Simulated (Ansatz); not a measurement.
Ansatz results at the PBE0-D4/def2-TZVP geometry: HOMO energy (PBE0/def2-TZVPP) -7.23 eV; HOMO energy (ωB97M-V/def2-TZVPP) -9.60 eV; HOMO energy (PBE/def2-TZVPP) -5.63 eV.

Each molecule was computed in one conformer, which needn't be the lowest.

Q: Which molecule gave them?
A. `[F][Al]1[CH]=[CH]1`
B. `CC1OB1O`
C. `CB(F)C=O`
D. `OC1(F)BC1`

A: C. The others give `OC1(F)BC1`: -7.45, -9.76, -6.04; `[F][Al]1[CH]=[CH]1`: -6.87, -9.05, -5.66; `CC1OB1O`: -7.67, -9.98, -6.29.
